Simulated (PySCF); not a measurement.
C₂H₈ClNO₂Si, singlet, geometry from GFN2-xTB, with bond 9-1 at 2.4 times its length; PySCF with CASSCF(6,4)/STO-3G.

Here is a job for PySCF.
```python
from pyscf import gto, scf, mcscf
import numpy

mol = gto.Mole()
mol.atom = '''
    C    -2.38895216   -1.17944345    0.44288580
    C    -2.04923804    0.29382469    0.60412924
    O    -0.70482272    0.51156568    0.94474097
    Si    0.65706026    0.09013674    0.18144317
    N     1.06977375   -1.54680463    0.53086364
    O     1.83664306    1.05324415    0.72593290
    Cl    0.52453297    0.48869210   -1.79504504
    H    -3.45945931   -1.29673025    0.29928586
    H    -1.66004046   -2.49712599    2.57338092
    H    -1.87109618   -1.58679430   -0.42205069
    H    -2.63768114    0.73333135    1.41571662
    H    -2.27335393    0.82922249   -0.32595879
    H     2.00192851   -1.85552282    0.30921962
    H     0.41081500   -2.28450179    0.34652561
    H     1.88434412    1.24265922    1.65870461
'''
mol.basis = 'sto-3g'
mol.verbose = 4
mol.build()

mf = scf.RHF(mol)
mf.kernel()
mc = mcscf.CASSCF(mf, 4, 6)
mc.fix_spin_(ss=0.0)
mc.kernel()
occ = numpy.linalg.eigvalsh(mc.fcisolver.make_rdm1(mc.ci, mc.ncas, mc.nelecas))[::-1]
ss = mc.fcisolver.spin_square(mc.ci, mc.ncas, mc.nelecas)[0]
print('natural occupations', occ.round(4), ' <S^2>', round(ss, 4))
```

Q: What does PySCF print? Leave out banner, timings and long lists.

A: 
```
PySCF version 2.14.0

[INPUT] verbose = 4
[INPUT] num. atoms = 15
[INPUT] num. electrons = 74
[INPUT] charge = 0
[INPUT] spin (= nelec alpha-beta = 2S) = 0
[INPUT] symmetry False subgroup None
[INPUT] Mole.unit = angstrom
[INPUT] Symbol           X                Y                Z      unit          X                Y                Z       unit  Magmom
[...]
nuclear repulsion = 496.925750079591
number of shells = 33
number of NR pGTOs = 153
number of NR cGTOs = 51
basis = sto-3g
ecp = {}

******** <class 'pyscf.scf.hf.RHF'> ********
method = RHF
initial guess = minao
damping factor = 0
level_shift factor = 0
DIIS = <class 'pyscf.scf.diis.CDIIS'>
diis_start_cycle = 1
diis_space = 8
diis_damp = 0
SCF conv_tol = 1e-09
SCF conv_tol_grad = None
SCF max_cycles = 50
direct_scf = True
direct_scf_tol = 1e-13
Set gradient conv threshold to 3.16228e-05
Initial guess from minao.
init E= -1021.59448873661
[...]
cycle= 1 E= -1020.65494376419  delta_E= 0.94  |g|= 0.677  |ddm|= 4.71
[...]
cycle= 2 E= -1020.78090293373  delta_E= -0.126  |g|= 0.37  |ddm|= 1.49
[...]
cycle= 3 E= -1020.82842652742  delta_E= -0.0475  |g|= 0.175  |ddm|= 0.886
[...]
cycle= 4 E= -1020.84269529534  delta_E= -0.0143  |g|= 0.0249  |ddm|= 0.322
[...]
cycle= 5 E= -1020.84305313428  delta_E= -0.000358  |g|= 0.00402  |ddm|= 0.0601
[...]
cycle= 6 E= -1020.84306387336  delta_E= -1.07e-05  |g|= 0.00125  |ddm|= 0.00991
[...]
cycle= 7 E= -1020.84306537506  delta_E= -1.5e-06  |g|= 0.00031  |ddm|= 0.00406
[...]
cycle= 8 E= -1020.84306550948  delta_E= -1.34e-07  |g|= 8.25e-05  |ddm|= 0.00124
[...]
cycle= 9 E= -1020.84306551922  delta_E= -9.73e-09  |g|= 2.2e-05  |ddm|= 0.000318
[...]
cycle= 10 E= -1020.84306551983  delta_E= -6.14e-10  |g|= 6.33e-06  |ddm|= 7.82e-05
[...]
Extra cycle  E= -1020.84306551987  delta_E= -3.57e-11  |g|= 2.91e-06  |ddm|= 1.55e-05
converged SCF energy = -1020.84306551987

******** <class 'pyscf.mcscf.mc1step.CASSCF'> ********
CAS (3e+3e, 4o), ncore = 34, nvir = 13
max_cycle_macro = 50
max_cycle_micro = 4
conv_tol = 1e-07
conv_tol_grad = None
orbital rotation max_stepsize = 0.02
orbital rotation threshold for CI restart = 0.01
augmented hessian ah_max_cycle = 30
augmented hessian ah_conv_tol = 1e-12
augmented hessian ah_linear dependence = 1e-14
augmented hessian ah_level shift = 1e-08
augmented hessian ah_start_tol = 2.5
augmented hessian ah_start_cycle = 3
augmented hessian ah_grad_trust_region = 3
kf_trust_region = 3
kf_interval = 4
ci_response_space = 4
ci_grad_trust_region = 3
[...]
CASCI E = -1021.01774586255  S^2 = 0.0000000
[...]
macro iter  40 (  1 JK    1 micro), CASSCF E = -1021.02523849914  dE =  0.00000000e+00  S^2 = 0.0000000
               |grad[o]|=0.000352  |grad[c]|=4.71e-07  |ddm|=    0  |maxRot[o]|=    0
macro iter  41 (  1 JK    1 micro), CASSCF E = -1021.02523849914  dE =  0.00000000e+00  S^2 = 0.0000000
               |grad[o]|=0.000352  |grad[c]|=4.71e-07  |ddm|=    0  |maxRot[o]|=    0
macro iter  42 (  1 JK    1 micro), CASSCF E = -1021.02523849914  dE =  0.00000000e+00  S^2 = 0.0000000
               |grad[o]|=0.000352  |grad[c]|=4.71e-07  |ddm|=    0  |maxRot[o]|=    0
macro iter  43 (  1 JK    1 micro), CASSCF E = -1021.02523849914  dE =  0.00000000e+00  S^2 = 0.0000000
               |grad[o]|=0.000352  |grad[c]|=4.71e-07  |ddm|=    0  |maxRot[o]|=    0
macro iter  44 (  1 JK    1 micro), CASSCF E = -1021.02523849914  dE =  0.00000000e+00  S^2 = 0.0000000
               |grad[o]|=0.000352  |grad[c]|=4.71e-07  |ddm|=    0  |maxRot[o]|=    0
macro iter  45 (  1 JK    1 micro), CASSCF E = -1021.02523849914  dE =  0.00000000e+00  S^2 = 0.0000000
               |grad[o]|=0.000352  |grad[c]|=4.71e-07  |ddm|=    0  |maxRot[o]|=    0
macro iter  46 (  1 JK    1 micro), CASSCF E = -1021.02523849914  dE =  0.00000000e+00  S^2 = 0.0000000
               |grad[o]|=0.000352  |grad[c]|=4.71e-07  |ddm|=    0  |maxRot[o]|=    0
macro iter  47 (  1 JK    1 micro), CASSCF E = -1021.02523849914  dE =  0.00000000e+00  S^2 = 0.0000000
               |grad[o]|=0.000352  |grad[c]|=4.71e-07  |ddm|=    0  |maxRot[o]|=    0
macro iter  48 (  1 JK    1 micro), CASSCF E = -1021.02523849914  dE =  0.00000000e+00  S^2 = 0.0000000
               |grad[o]|=0.000352  |grad[c]|=4.71e-07  |ddm|=    0  |maxRot[o]|=    0
macro iter  49 (  1 JK    1 micro), CASSCF E = -1021.02523849914  dE =  0.00000000e+00  S^2 = 0.0000000
               |grad[o]|=0.000352  |grad[c]|=4.71e-07  |ddm|=    0  |maxRot[o]|=    0
macro iter  50 (  1 JK    1 micro), CASSCF E = -1021.02523849914  dE =  0.00000000e+00  S^2 = 0.0000000
               |grad[o]|=0.000352  |grad[c]|=4.71e-07  |ddm|=    0  |maxRot[o]|=    0
1-step CASSCF not converged,  50 macro (387 JK  94 micro) steps
CASSCF canonicalization
Density matrix diagonal elements [1.99460518 1.99994496 1.30781504 0.69763482]
CASSCF energy = -1021.02523849914
CASCI E = -1021.02523849914  E(CI) = -13.6744406505790  S^2 = 0.0000000
natural occupations [2.     1.9999 1.3031 0.6969]  <S^2> 0.0
```

Convergence was not reached.
